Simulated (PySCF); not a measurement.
Mayer bond orders and bond lengths

C4H11NSi.
Atom-mapped SMILES: `[CH3:1][NH:2][C@@H:3]1[CH2:4][CH2:5][SiH2:6]1` (hydrogens: H7, H8, H9 on C1; H10 on N2; H11 on C3; H12, H13 on C4; H14, H15 on C5; H16, H17 on Si6)

Geometry (GFN2-xTB, Å), atoms numbered from 1 in this order:
```
atom  x, y, z in Å
C1     2.3603    0.1900    0.2072
N2     1.1176    0.6063   -0.3992
C3     0.1023   -0.4327   -0.3671
C4    -1.1880    0.0190   -1.0791
C5    -2.0835    0.3294    0.1358
Si6   -0.8123   -0.4529    1.3272
H7     2.1771   -0.0306    1.2598
H8     2.7931   -0.7114   -0.2570
H9     3.0835    1.0014    0.1387
H10    1.2872    0.8897   -1.3623
H11    0.4928   -1.3846   -0.7676
H12   -1.6025   -0.7855   -1.6860
H13   -1.0231    0.8832   -1.7228
H14   -3.0708   -0.1227    0.0739
H15   -2.2235    1.3990    0.2737
H16   -0.2605    0.3972    2.3771
H17   -1.1567   -1.7828    1.8378
```

Bond orders from the PBE0/pcSseg-1 density (PySCF). The structure is a single GFN2-xTB conformer in the gas phase; no vibrational or solvent corrections.

**Question.** How far do the computed orders between heavy atoms stray from the drawn ones?

**Answer.** The largest departure is 0.123, at Si6–C3 (drawn single, 0.877). Drawn single, order below 0.88: Si6–C3 (0.877).

**Question.** Set the Mayer orders of the bonds between heavy atoms beside their lengths.

**Answer.** 
```tsv
bond	drawn as	length (Å)	Mayer order
C1–N2	single	1.444	1.001
N2–C3	single	1.453	0.948
C3–C4	single	1.541	0.988
C4–C5	single	1.541	1.006
C5–Si6	single	1.910	0.946
Si6–C3	single	1.926	0.877
```

Bonds between the same two heavy elements. C–N: lowest N2–C3 (0.948, 1.453 Å), highest C1–N2 (1.001, 1.444 Å). C–C: all 2 within 0.02 of one another (0.988 to 1.006). C–Si: lowest Si6–C3 (0.877, 1.926 Å), highest C5–Si6 (0.946, 1.910 Å).

**Question.** And the bonds to hydrogen?

**Answer.** C–H: 0.93 to 0.97 (8 bonds); H–N: 0.93 (1 bond); H–Si: 0.92 to 0.94 (2 bonds).

**Question.** Sum the orders of all bonds at each heavy atom with more than one neighbour and set the sums beside the valence in the SMILES.

**Answer.** C1 3.887 (drawn 4), N2 2.880 (drawn 3), C3 3.746 (drawn 4), C4 3.900 (drawn 4), C5 3.855 (drawn 4), Si6 3.688 (drawn 4). Orders between atoms that aren't bonded are not in these sums.

For a closed shell the Mayer order of atoms A and B is Σ (PS)μν (PS)νμ over the basis functions μ on A and ν on B, with P the density and S the overlap matrix.
